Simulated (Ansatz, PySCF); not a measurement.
Lewis adduct: BH3 (SMILES B) (first 4 atoms) with CHN (SMILES C#N); geometry from B3LYP-D3(BJ)/def2-TZVP, rigid monomers moved along the line of their centres of mass till B1···N6 is 1.77 Å.
(charge 0, multiplicity 1):
| atom | x (Å) | y (Å) | z (Å) |
|---|---|---|---|
| B | -0.0969 | 0.0482 | 0.7696 |
| H | 0.6659 | 0.9271 | 0.4507 |
| H | 0.2039 | -1.0311 | 0.3220 |
| H | -1.2557 | 0.3333 | 0.5912 |
| C | 0.1943 | -0.2104 | 3.6580 |
| N | 0.0803 | -0.1092 | 2.5274 |
| H | 0.3007 | -0.3049 | 4.7140 |

Monomers are frozen at their geometry in the pair; levels with a basis set take the counterpoise correction. Rows marked so take none.

Frozen-core correlation. CBS: X⁻³ extrapolation of the correlation energy, Hartree–Fock from the larger set. Rows in 3-21G, 6-31G*, STO-3G carry no dispersion term and start afresh at each structure (6-31G* with six Cartesian d functions). MP2/6-31G* freezes PySCF's default core.

Run with Ansatz (a first-principles code) with Gaussian orbitals; PySCF for 3-21G rows, 6-31G* rows, STO-3G rows, the dispersion terms. 

Other levels give for the interaction energy: PBE/def2-TZVPPD -33.86; B3LYP/def2-TZVPPD -28.26; B3LYP-D3(BJ)/def2-TZVPPD -29.86; wB97M-V/def2-TZVPPD -29.37; CCSD(T)/CBS(aug-cc-pVDZ, aug-cc-pVTZ) -28.57 kcal/mol.

Common cheap choices:

| level | interaction energy (kcal/mol) | less -28.57 (CCSD(T)/CBS(aug-cc-pVDZ, aug-cc-pVTZ)) |
|---|---|---|
| HF/STO-3G (no counterpoise) | -35.57 | -7.00 |
| HF/6-31G* | -19.05 | 9.53 |
| HF/6-31G* (no counterpoise) | -19.98 | 8.60 |
| BP86/6-31G* (no counterpoise) | -33.58 | -5.01 |
| B3LYP/3-21G (no counterpoise) | -36.85 | -8.28 |
| B3LYP/6-31G* | -28.27 | 0.31 |
| B3LYP/6-31G* (no counterpoise) | -29.97 | -1.40 |
| MP2/6-31G* | -26.30 | 2.28 |
